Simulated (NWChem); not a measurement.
Species: C2H7AlS; SMILES [CH3][Al]([CH3])[SH]

```xyz
11

Al     0.0074     0.3987     0.0297
C     -1.6869     1.3618    -0.0967
H     -2.5609     0.6923    -0.1008
H     -1.7266     1.9709    -1.0161
H     -1.8056     2.0632     0.7469
C      1.7541     1.2794     0.0613
H      1.8975     1.8870    -0.8489
H      2.6036     0.5829     0.1344
H      1.8199     1.9773     0.9138
S     -0.1306    -1.7944     0.1393
H      1.2025    -2.0030     0.2098
```
Atoms are numbered in this order, from 1.

Program: NWChem. The geometry was optimised at PBE0/def2-SVP. Vzz is the largest principal value of the second derivative of the potential at the nucleus (NWChem prints the opposite sign); η is the asymmetry. Non-relativistic.

For level PBE0/def2-SVP:

```
Item            Value
--------------  -----
Vzz Al1 (a.u.)  0.969
Vzz S10 (a.u.)  1.692
```

Question: What are these values for level CAM-B3LYP/def2-SVP?

Answer: 
- Vzz Al1 (a.u.): 1.005
- Vzz S10 (a.u.): 1.797
